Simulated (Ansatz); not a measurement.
Basis-set extrapolation for CH₆F₂Si₂, SMILES `C[Si](F)(F)[SiH3]` (PBE0-D4/def2-TZVP geometry, frozen core, the Gaussian-basis code of Ansatz). Multiplicity 1, RHF reference.

```tsv
	def2-TZVPP	def2-QZVPP
HF	-818.384860	-818.414853
MP2 correlation	-0.919401	-0.998685
CCSD(T) correlation	-0.994810	not run
```

Energies in hartree. Use E(X) = E(∞) + A·exp(−7.88·√X) for Hartree–Fock and E(X) = E(∞) + B·X^(−2.97) for correlation, with X = 3 and 4, and add CCSD(T) minus MP2 of the smaller set to the MP2 limit.

What is the CCSD(T) energy at the basis-set limit?

HF limit: -818.414853 + (-0.029993) × 0.13774 = -818.41898. MP2 limit: -0.998685 + (-0.079284) × 0.74074 = -1.05741. Higher-order term: -0.994810 − (-0.919401) = -0.07541. Total: -819.55180 hartree, 4.68 eV below CCSD(T)/def2-TZVPP.
